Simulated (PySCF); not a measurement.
**How methods differ on the ionisation energy of Hg⁵³⁺**

Hg⁵³⁺ [Ar] 3d9 (2D) → Hg⁵⁴⁺ [Ar] 3d8 (3F), as a difference of total energies. Computed with PySCF 2.14 in an uncontracted even-tempered set (17 s from 13 bohr⁻², ratio 2.5; 13 p from 17 bohr⁻², ratio 2.5; 7 d from 17 bohr⁻², ratio 2.5; 4 f from 69 bohr⁻², ratio 2.7; 3 g from 100 bohr⁻², ratio 2.7), with scalar relativity by spin-free X2C-1e. Correlated levels: outer shells: [Ne] frozen; virtual orbitals above 40 to 60 times the deepest correlated orbital energy dropped. The calculations carry no spin-orbit coupling.

| method | ionisation energy (eV) |
| --- | --- |
| UHF | 5231.3 |
| LDA | 5230.9 |
| PBE | 5229.6 |
| PBE0 | 5230.7 |
| r2SCAN | 5229.3 |
| BP86 | 5230.1 |
| M06-L | 5231.8 |
| MP2 (outer shells) | 5233.1 |
| SCS-MP2 (outer shells) | 5232.8 |

Spin-orbit coupling is strong in these open shells (close to jj coupling). The scalar numbers leave it out and a first-order estimate fails, so it can dominate the gap to the real levels.

Breit and QED terms and the two-electron picture change are absent.

For comparison: 5191 ± 5 eV (theoretical estimate listed by NIST; NIST Atomic Spectra Database, ionization energies).
